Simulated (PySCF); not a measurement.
Pb(OMe)(NH2) (CH5NOPb), SMILES [O](C)[Pb][NH2] (connectivity only; charge and spin as stated), neutral, multiplicity 1.

Geometry optimised at PBE0-D3(BJ)/def2-SVP. The def2 effective core potentials stand for the cores of Pb; spin–orbit coupling is left out. The values are those of a single conformer.

Two levels are set side by side: TDA-PBE/def2-SVPD (PySCF) and TDA-CAM-B3LYP/def2-SVPD (PySCF). Vertical, same geometry. The lowest singlet is HOMO−1→LUMO 99 % with PBE and HOMO−1→LUMO 98 % with the other functional; states are paired by order. Differences are taken from unrounded values.

```csv
quantity,TDA-CAM-B3LYP
lowest singlet excitation (eV),4.38
lowest triplet excitation (TDA) (eV),3.51
first bright state (f over 0.05) (eV),5.09
its oscillator strength,0.06
```

Task: What does TDA-PBE give, and how far is it from TDA-CAM-B3LYP? (An estimate is asked for; the answer gives what the named calculation found.)

Result: 
```
quantity                               TDA-PBE  TDA-PBE minus TDA-CAM-B3LYP
-------------------------------------  -------  ---------------------------
lowest singlet excitation (eV)            3.56                        -0.82
lowest triplet excitation (TDA) (eV)      2.89                        -0.62
first bright state (f over 0.05) (eV)     4.55                        -0.54
its oscillator strength                   0.08                         0.01
```

Functionals without exact exchange tend to place singlet excitations lower, as here. Differences between two approximate levels are no errors against the true value.

Rough cost on one machine, each run with all the roots and properties that it gave: TDA-CAM-B3LYP against TDA-PBE about 3 times.
